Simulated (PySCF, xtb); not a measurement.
C₂H₄F, SMILES C[CH]F (connectivity only; charge and spin as stated), charge +1, multiplicity 1.

Harmonic wavenumbers (cm⁻¹) from GFN2-xTB run with xtb at its own minimum, in rising order: 162, 463, 662, 908, 932, 1174, 1201, 1231, 1255, 1338, 1505, 2777, 2863, 2936, 3025.

### Question
What does PBE-D3(BJ)/def2-TZVP run with PySCF give at its own minimum? (Estimate from the structure and the level; the computed values follow.)

### Answer
128, 481, 686, 886, 1080, 1157, 1238, 1322, 1327, 1357, 1530, 2877, 2884, 3050, 3110. Paired by order, the mean absolute difference is 55 cm⁻¹ and the zero-point energies are 32.1 and 33.0 kcal/mol.
